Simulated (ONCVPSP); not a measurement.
**Varying the ONCV potential for sulfur**

Base potential:

ONCVPSP 4.0.1 input, shortened (lines: element, Z, core and valence counts, functional; n l f; lmax; l rc ep ncon nbas qcut; lloc lpopt rc5 dvloc0; l nproj debl; icmod fcfact rcfact), PBEsol, non-relativistic:

```
  S 16.00    3    2  -116133      upf
    1    0    2.00
    2    0    2.00
    2    1    6.00
    3    0    2.00
    3    1    4.00
    2
    0    1.40    0.00    3    6    5.80
    1    1.15    0.00    3    8    8.30
    2    1.50    0.11    4    7    6.40
    4    5    1.05    0.00
    0    3    3.80
    1    1    0.70
    2    2    1.50
    2    0.60    0.65
```

Cutoffs, loose and tight: the cutoffs (Ha) at which the residual kinetic energy of the hardest occupied pseudo-wave falls to 1 and 0.1 mHa per electron. They do not see the model core or the augmentation charge, which bear on the density cutoff. Test errors are all-electron minus pseudo excitation energies from the reference, over the configurations 3s2 3p3; 3s2 3p2; 3s2 3p1; 3s2 3p3.5. A dash means not determined; rows that change the core or the reference have their own tests.

A true bound ghost makes a file unfit for plane-wave use even where its test errors are small: the radial tests pick states by their node count and pass the ghost by.

| change | outcome | cutoff, loose | cutoff, tight | bound ghosts | GHOST(+) flags above zero | largest test error (meV) |
| --- | --- | --- | --- | --- | --- | --- |
| base | generated | 23 Ha | 38 Ha | none | s | +59 |
| d: nbas 8 | generated | 23 Ha | 38 Ha | none | s | +59 |
| functional PBE | generated | 23 Ha | 38 Ha | none | s | +62 |
| local potential polynomial inside 0.85 bohr (lpopt 5, dvloc0 6 Ha) | generated | 23 Ha | 38 Ha | none | s | +58 |
| core correction none | generated | 23 Ha | 38 Ha | none | s | +60 |
| s: ncon 5, nbas 8 | generated | 23 Ha | 43 Ha | s | s | +58 |
| s: qcut 7.2; p: qcut 10.2; d: qcut 7.9 | generated | 36 Ha | 44 Ha | s | none | +59 |
| local potential polynomial inside 1.05 bohr (lpopt 5, dvloc0 1 Ha) | generated | 23 Ha | 38 Ha | none | s | +58 |

What comes out with this change to the base: s: qcut 7.1?

outcome: generated; cutoff, loose: 23 Ha; cutoff, tight: 38 Ha; bound ghosts: s; GHOST(+) flags above zero: none; largest test error (meV): +57.

What comes out with this change to the base: p: qcut 11.5?

outcome: generated; cutoff, loose: 44 Ha; cutoff, tight: 53 Ha; bound ghosts: none; GHOST(+) flags above zero: s; largest test error (meV): +62.
